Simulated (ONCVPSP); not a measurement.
# Al: ONCV pseudisation with PBE, scalar-relativistic reference atom.

The input file (ONCVPSP 4.0.1):

```
# ATOM AND REFERENCE CONFIGURATION
# atsym  z   nc   nv     iexc    psfile
  Al 13.00    1    3        4      upf
#
#   n    l    f
    1    0    2.00
    2    0    2.00
    2    1    6.00
    3    0    1.00
#
# PSEUDOPOTENTIAL AND OPTIMIZATION
# lmax
    1
#
#   l,   rc,      ep,       ncon, nbas, qcut
    0    0.40    0.00    3    7   32.60
    1    0.60    0.00    3    7   20.30
#
# LOCAL POTENTIAL
# lloc, lpopt,  rc(5),   dvloc0
    4    5    0.40    6.00
#
# VANDERBILT-KLEINMAN-BYLANDER PROJECTORs
# l, nproj, debl
    0    2    3.50
    1    3    2.50
#
# MODEL CORE CHARGE
# icmod, fcfact, rcfact
    0    0.00    0.00
#
# LOG DERIVATIVE ANALYSIS
# epsh1, epsh2, depsh
   -6.00    5.00    0.04
#
# OUTPUT GRID
# rlmax, drl
    6.00    0.01
#
# TEST CONFIGURATIONS
# ncnf
    4
# nvcnf
#   n    l    f
    4
    2    0    2.00
    2    1    6.00
    3    0    2.00
    3    1    1.00
#
    3
    2    0    2.00
    2    1    6.00
    3    0    2.00
#
    3
    2    0    2.00
    2    1    6.00
    3    0    0.00
#
    4
    2    0    2.00
    2    1    5.00
    3    0    2.00
    3    1    1.00
#
```

Command:

```bash
oncvpsp.x < Al.dat > Al.out
```

Output (shortened: citation, most of the input echo, consistency checks and plot data are left out):

```
ONCVPSP  (Optimized Norm-Conservinng Vanderbilt PSeudopotential)
scalar-relativistic version 4.0.1

#   n    l    f        energy (Ha)
    1    0    2.00    -5.6310719E+01
    2    0    2.00    -4.7321253E+00
    2    1    6.00    -3.3170461E+00
    3    0    1.00    -8.7271849E-01

Reference configufation results
  iterations    26
  all-electron total energy (Ha)   -2.41766424D+02

Begin loop to  construct optimized pseudo wave functions
and semi-local pseudopoentials for all angular momenta

Calculating optimized projector #   1

 for l=   0

    Fraction of norm inside rc  0.196620
    Optimizing pswf for qcut=  32.62 a_B^-1,  ecut= 532.15 Ha
    Residual kinetic energy error=  9.24D-07 Ha

    Energy error per electron        Cutoff
         Ha          eV             Ha
         0.01000     0.27211      249.17
         0.00100     0.02721      348.26
         0.00010     0.00272      418.53
         0.00001     0.00027      470.47

Calculating optimized projector #   2

 for l=   0

    Fraction of norm inside rc  0.017990
    Optimizing pswf for qcut=  32.62 a_B^-1,  ecut= 532.15 Ha
    Residual kinetic energy error=  8.02D-08 Ha

    Energy error per electron        Cutoff
         Ha          eV             Ha
         0.01000     0.27211       68.61
         0.00100     0.02721      115.34
         0.00010     0.00272      294.34
         0.00001     0.00027      372.27

WARNING wellstate: negative energy specified for n= 3 l=  1
WARNING scattering state with energy  0.25000000
WARNING will be used for the first projector

   Wellstate for l =  1  n =  4
     eigenvalue =   0.2500
     asymptotic potential =   0.7500
     half-point radius =  3.4748

   Wellstate for l =  1  n =  5
     eigenvalue =   2.7500
     asymptotic potential =   3.2500
     half-point radius =  2.5947

Calculating optimized projector #   1

 for l=   1

    Fraction of norm inside rc  0.577014
    Optimizing pswf for qcut=  20.31 a_B^-1,  ecut= 206.35 Ha
    Residual kinetic energy error=  1.44D-05 Ha

    Energy error per electron        Cutoff
         Ha          eV             Ha
         0.01000     0.27211      131.39
         0.00100     0.02721      162.04
         0.00010     0.00272      185.80
         0.00001     0.00027      242.37

Calculating optimized projector #   2

 for l=   1

    Fraction of norm inside rc  0.020719
    Optimizing pswf for qcut=  20.31 a_B^-1,  ecut= 206.35 Ha
    Residual kinetic energy error=  1.49D-06 Ha

    Energy error per electron        Cutoff
         Ha          eV             Ha
         0.01000     0.27211       86.46
         0.00100     0.02721      128.62
         0.00010     0.00272      162.06
         0.00001     0.00027      187.73

Calculating optimized projector #   3

 for l=   1

    Fraction of norm inside rc  0.017880
    Optimizing pswf for qcut=  20.31 a_B^-1,  ecut= 206.35 Ha
    Residual kinetic energy error=  2.98D-06 Ha

    Energy error per electron        Cutoff
         Ha          eV             Ha
         0.01000     0.27211       93.32
         0.00100     0.02721      135.22
         0.00010     0.00272      168.57
         0.00001     0.00027      194.10

Construct Vanderbilt / Kleinmman-Bylander projectors

B matrix Hermiticity error, ll=   0
   1   2    3.5515E-04

  Orthonormal projector coefficients -1.5316E+02  2.6467E+01

B matrix Hermiticity error, ll=   1
   1   2   -2.6702E-04
   1   3    4.7362E-04
   2   3    4.5749E-05

  Orthonormal projector coefficients -3.6774E+01 -1.3429E+01 -3.0795E+00

Pseudoatom total energy  -80.088757

Diagnostic tests using Vanderbilt-Kleinman-Bylander pseudopotentials
  1 or more projectors used as specified by nproj input data

   l    rcore       rmatch      e in        delta e   norm test  slope test

   0   0.4018860   0.4140881  -4.7321253  -0.0000794   1.0001855   1.0000886
   0   0.4018860   0.4140881  -0.8727185   0.0000342   1.0001384   0.9981899

   1   0.6000225   0.6182405  -3.3170461  -0.0002031   1.0001543   1.0001718
   1   0.6000225   0.6182405   0.2500000  -0.0001646   1.0004120   1.0004120
   1   0.6000225   0.6182405   2.7500000  -0.0001854   1.0005386   1.0005386

 Testing for bound ghosts
   n   l    E NL Schr. Eq   E Basis Diag.   E Cutoff

       0                      -45.680110   1150.81  WARNING - GHOST(-)
   1   0       -4.732205       -4.259981   1150.81
   2   0       -0.872684        8.632478   1150.81

   2   1       -3.317249       -3.279738    838.07

 Testing for highly-localized positive-energy ghosts
       l    <radius>/rc     E Basis Diag.   E Cutoff

Test configuration 0

   n   l     f        eae           eps        diff
   1   0  2.0000  -56.31071886
   2   0  2.0000   -4.73212529   -4.73220465   -7.94D-05
   2   1  6.0000   -3.31704612   -3.31724925   -2.03D-04
   3   0  1.0000   -0.87271849   -0.87268425    3.42D-05

    Total energies and differences
      AE_ref= -2.41766424D+02  AE_tst= -2.41766424D+02  dif=  0.00D+00
      PS_ref= -8.00887566D+01  PS_tst= -8.00887566D+01  dif=  1.56D-13
      PSP excitation error= -1.56D-13

Test configuration 1

   n   l     f        eae           eps        diff
   1   0  2.0000  -55.53353116
   2   0  2.0000   -3.97499583   -3.97510314   -1.07D-04
   2   1  6.0000   -2.55933530   -2.55960359   -2.68D-04
   3   0  2.0000   -0.28491419   -0.28489600    1.82D-05
   3   1  1.0000   -0.09966782   -0.09966917   -1.35D-06

    Total energies and differences
      AE_ref= -2.41766424D+02  AE_tst= -2.42684666D+02  dif= -9.18D-01
      PS_ref= -8.00887566D+01  PS_tst= -8.10070022D+01  dif= -9.18D-01
      PSP excitation error=  3.68D-06

Test configuration 2

   n   l     f        eae           eps        diff
   1   0  2.0000  -55.84548693
   2   0  2.0000   -4.28139008   -4.28151041   -1.20D-04
   2   1  6.0000   -2.86614977   -2.86635852   -2.09D-04
   3   0  2.0000   -0.54427607   -0.54425650    1.96D-05

    Total energies and differences
      AE_ref= -2.41766424D+02  AE_tst= -2.42472946D+02  dif= -7.07D-01
      PS_ref= -8.00887566D+01  PS_tst= -8.07952716D+01  dif= -7.07D-01
      PSP excitation error= -6.07D-06

Test configuration 3

   n   l     f        eae           eps        diff
   1   0  2.0000  -56.84245996
   2   0  2.0000   -5.24203260   -5.24204572   -1.31D-05
   2   1  6.0000   -3.82696381   -3.82716571   -2.02D-04

    Total energies and differences
      AE_ref= -2.41766424D+02  AE_tst= -2.40721196D+02  dif=  1.05D+00
      PS_ref= -8.00887566D+01  PS_tst= -7.90435513D+01  dif=  1.05D+00
      PSP excitation error=  2.27D-05

Test configuration 4

   n   l     f        eae           eps        diff
   1   0  2.0000  -56.83747944
   2   0  2.0000   -4.94360841   -4.94370586   -9.74D-05
   2   1  5.0000   -3.55574418   -3.55382713    1.92D-03
   3   0  2.0000   -0.66981699   -0.66979687    2.01D-05
   3   1  1.0000   -0.42396237   -0.42383708    1.25D-04

    Total energies and differences
      AE_ref= -2.41766424D+02  AE_tst= -2.39641338D+02  dif=  2.13D+00
      PS_ref= -8.00887566D+01  PS_tst= -7.79639685D+01  dif=  2.12D+00
      PSP excitation error=  2.98D-04
```

Note: ghosts flagged at negative energy: s at -1243.0 eV; no localised positive-energy state flagged. A true bound ghost makes a file unfit for plane-wave use.

The run took about 3 s on one core of a shared server CPU.
